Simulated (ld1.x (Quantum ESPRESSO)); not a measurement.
## What one change does to a pseudopotential (Au (Z = 79), TM)

```
Element                 : Au (Z = 79)
Generator               : ld1.x (Quantum ESPRESSO) 7.5
Type                    : norm-conserving Troullier–Martins (Kleinman–Bylander form)
Functional              : BLYP
Relativity              : fully relativistic
Frozen core             : [Kr] 4d10 4f14
Valence charge          : 19
Reference configuration : 5s2 5p6 5d10 6s0 6p0 (charge +1)
Partial waves           : 5p (bound): rc 1.55 bohr; 5d (bound): rc 1.55 bohr; 5s (bound): rc 1.55 bohr
Local potential         : the s channel
Core correction         : none
```

Open shells are filled in proportion to 2j + 1 (rel_dist='average').

All-electron outer shells of the reference configuration (BLYP, scalar-relativistic, ld1.x):

```csv
shell,level (eV),outermost node (bohr),outermost maximum (bohr)
5s,-116.91,0.48,0.84
4f,-89.53,–,0.37
5p,-68.29,0.52,0.96
5d,-15.25,0.56,1.21
6s,-13.32,1.11,2.24
6p,-6.88,1.31,3.06
```

Change: functional LDA (PZ).

Cutoffs: the cutoffs (Ry, on a coarse ladder) from which the occupation-weighted sum of valence levels, in a spherical-Bessel basis at the reference potential, stays within 10 and 1 mRy of its value at 400 Ry; they do not see the model core or the augmentation charge, which bear on the density cutoff. Errors are all-electron minus pseudo energies relative to the spin-unpolarised reference configuration.

Task: What does the change do?

Result: The number of tests that count goes from 6 to 7; of the 6 tests that both files solve, the error grows in 0 and shrinks in 2 by more than 15 % and 0.3 meV (median size 1774.6 → 1813.7 meV); neither file shows a bound ghost at the reference potential, the only one tested.

| quantity | base | changed |
| --- | --- | --- |
| bound ghosts | none | none |
| tests counted (converged, no solver errors) | 6 of 7 | 7 of 7 |
| error for 5s2 5p6 5d10 6s1 6p0, meV [ΔE -9.48 → -9.79 eV] | +3262 | +3323 |
| error for 5s2 5p6 5d9 6s0 6p0, meV [ΔE 21.13 → 21.52 eV] | +1.8 | +1.5 |
| error for 5s2 5p6 5d8 6s0 6p0, meV [ΔE 54.89 → 55.69 eV] | +11 | +8.4 |
| error for 5s2 5p6 5d10 6s0 6p1, meV [ΔE -4.30 → -4.45 eV] | +288 | +304 |
| error for 5s2 5p6 5d9 6s1 6p0, meV [ΔE 2.54 → 2.62 eV] | +4215 | +4284 |
| error for 5s1 5p6 5d10 6s1 6p0, meV [ΔE 105.55 → 105.69 eV] | +4550 | +4657 |
| s: phases at 1.71 bohr within 0.05 rad from the reference energy up to (Ry; the scan ends near 5) | -3.9 | -3.9 |
| p1/2: phases at 1.71 bohr within 0.05 rad from the reference energy up to (Ry; the scan ends near 5) | -1.8 | -1.9 |
| p3/2: phases at 1.71 bohr within 0.05 rad from the reference energy up to (Ry; the scan ends near 5) | 0.8 | 0.8 |
| d3/2: phases at 1.71 bohr within 0.05 rad from the reference energy up to (Ry; the scan ends near 5) | to the end of the scan | to the end of the scan |
| d5/2: phases at 1.71 bohr within 0.05 rad from the reference energy up to (Ry; the scan ends near 5) | to the end of the scan | to the end of the scan |

Base: Tests not counted: 5s2 5p6 5d7 6s0 6p0 (pseudo-atom not self-consistent, printed error +33 meV). These tests converged, but a pseudo level misses the all-electron one widely, so the file describes the atom poorly there or has found another state: 5s2 5p6 5d10 6s1 6p0: 6s by 2.7 eV; 5s2 5p6 5d9 6s0 6p0: empty 6s by 4.9 eV; 5s2 5p6 5d8 6s0 6p0: empty 6s by 6.1 eV (a node warning on the way); 5s2 5p6 5d10 6s0 6p1: empty 6s by 2.2 eV; 5s2 5p6 5d9 6s1 6p0: 6s by 3.6 eV; 5s1 5p6 5d10 6s1 6p0: 6s by 4.0 eV. ld1.x printed “convergence not achieved” for 6 of the counted tests; their residual had stalled under 1e-8, short of the target of 1e-14. Changed file: These tests converged, but a pseudo level misses the all-electron one widely, so the file describes the atom poorly there or has found another state: 5s2 5p6 5d10 6s1 6p0: 6s by 2.7 eV (a node warning on the way); 5s2 5p6 5d9 6s0 6p0: empty 6s by 5.1 eV; 5s2 5p6 5d8 6s0 6p0: empty 6s by 6.3 eV; 5s2 5p6 5d10 6s0 6p1: empty 6s by 2.3 eV; 5s2 5p6 5d7 6s0 6p0: empty 6s by 7.7 eV; 5s2 5p6 5d9 6s1 6p0: 6s by 3.6 eV; 5s1 5p6 5d10 6s1 6p0: 6s by 4.1 eV.
